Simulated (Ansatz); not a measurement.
**RbI (SMILES [Rb][I]): the energy, rung by rung**

The species is RbI (2 atoms), meant as a singlet with charge 0. As SMILES, `[Rb][I]`. The bond length is the measured one.

```csv
atom,x (Å),y (Å),z (Å)
Rb,0.0000,0.0000,0.0000
I,0.0000,0.0000,3.1769
```

Quantity: the energy change with the Rb1–I2 bond stretched from 3.177 to 6.354 Å, in eV. The values are calculated.

```
                      level                    kind  program  value (eV)  less FCI/STO-3G
 revPBE/STO-3G (restricted)                     GGA   Ansatz        2.73            -0.47
 r2SCAN/STO-3G (restricted)                meta-GGA   Ansatz        2.94            -0.26
   PBE0/STO-3G (restricted)           global hybrid   Ansatz        3.12            -0.08
wB97M-V/STO-3G (restricted)  range-separated hybrid   Ansatz        3.47            +0.27
 B2PLYP/STO-3G (restricted)           double hybrid   Ansatz        3.17            -0.03
    MP2/STO-3G (restricted)     perturbation theory   Ansatz        3.18            -0.02
   CCSD/STO-3G (restricted)   coupled cluster or CI   Ansatz        3.19            -0.01
                 FCI/STO-3G      exact in the basis   Ansatz        3.20             0.00
```

FCI/STO-3G is exact within its basis and frozen core, so for wave-function methods in that basis the difference is their error; functionals converge differently with the basis, so for them it is only a difference. All-electron rows without a relativistic Hamiltonian named are non-relativistic. The first shape isn't each level's own minimum. The values span 2.73 to 3.47 eV. All rows use very small basis sets, so none should be taken for the real molecule's value. In the correlated wave-function rows the outer d shell of I is correlated, in sets not made for it.
